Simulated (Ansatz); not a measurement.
Mulliken charges of `[SH][Ti]([SH])([SH])[Cl]` from PBE/def2-TZVPP in Ansatz (PBE0-D4/def2-TZVP geometry).

```json
{"atom": "S1", "x (Å)": "-1.619", "y (Å)": "1.360", "z (Å)": "-0.222", "charge (e)": "-0.217"}
{"atom": "Ti2", "x (Å)": "0.460", "y (Å)": "0.479", "z (Å)": "0.039", "charge (e)": "0.406"}
{"atom": "S3", "x (Å)": "0.492", "y (Å)": "-0.789", "z (Å)": "1.926", "charge (e)": "-0.217"}
{"atom": "S4", "x (Å)": "0.929", "y (Å)": "-0.846", "z (Å)": "-1.748", "charge (e)": "-0.217"}
{"atom": "Cl5", "x (Å)": "1.930", "y (Å)": "2.074", "z (Å)": "0.189", "charge (e)": "-0.172"}
{"atom": "H6", "x (Å)": "-2.137", "y (Å)": "0.478", "z (Å)": "0.654", "charge (e)": "0.140"}
{"atom": "H7", "x (Å)": "0.409", "y (Å)": "-1.922", "z (Å)": "1.203", "charge (e)": "0.140"}
{"atom": "H8", "x (Å)": "-0.371", "y (Å)": "-0.891", "z (Å)": "-2.096", "charge (e)": "0.140"}
```

By hand: the dipole of these point charges (1 e Å = 4.8032 D).

Σ q r = (-0.396, -0.429, -0.041) e Å, of length 0.585 e Å = 2.81 D.

How does the dipole of the full density compare? (Best estimate.)

Computed: (-0.271, -0.294, -0.028) e Å, 1.93 D; the point charges give 1.46 times that, at 0° from its direction.

Point charges leave out the atoms' own dipoles, such as those of lone pairs, and Mulliken's split depends on the basis, so the two needn't agree.
